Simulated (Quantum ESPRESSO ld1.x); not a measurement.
Question: The mean radii <r> (bohr) of the occupied orbitals of an atom or ion are listed with their occupations. Calculated with ld1.x of Quantum ESPRESSO 7.5: scalar-relativistic Kohn-Sham, LDA (Slater exchange, Perdew-Zunger correlation), spin-polarised, spherical densities, point nucleus.

| orbital | occ. | <r> |
|---|---|---|
| 1s up | 1 | 0.02725 |
| 1s down | 1 | 0.02725 |
| 2s up | 1 | 0.1173 |
| 2s down | 1 | 0.1173 |
| 2p up | 3 | 0.1025 |
| 2p down | 3 | 0.1025 |
| 3s up | 1 | 0.3145 |
| 3s down | 1 | 0.3145 |
| 3p up | 3 | 0.3124 |
| 3p down | 3 | 0.3124 |
| 3d up | 5 | 0.2887 |
| 3d down | 5 | 0.2887 |
| 4s up | 1 | 0.7390 |
| 4s down | 1 | 0.7390 |
| 4p up | 3 | 0.7901 |
| 4p down | 3 | 0.7900 |
| 4d up | 5 | 0.9102 |
| 4d down | 5 | 0.9098 |
| 5s up | 1 | 1.758 |
| 5s down | 1 | 1.752 |
| 6s up | 1 | 3.521 |

Name the element and its charge. Open shells, if any, are filled with parallel spins first.

Answer: Z = 53, iodine, charge +4: I4+ in [Kr] 4d10 5s2 6s1. The 1s radius gives Z: for a bare nucleus <r> = (2 gamma + 1)/(2Z) with gamma = sqrt(1 - (Z/c)^2), 0.02683 bohr for Z = 53, and screening makes it slightly larger (0.02725 here). The occupations add up to 49, and the charge is Z minus that.
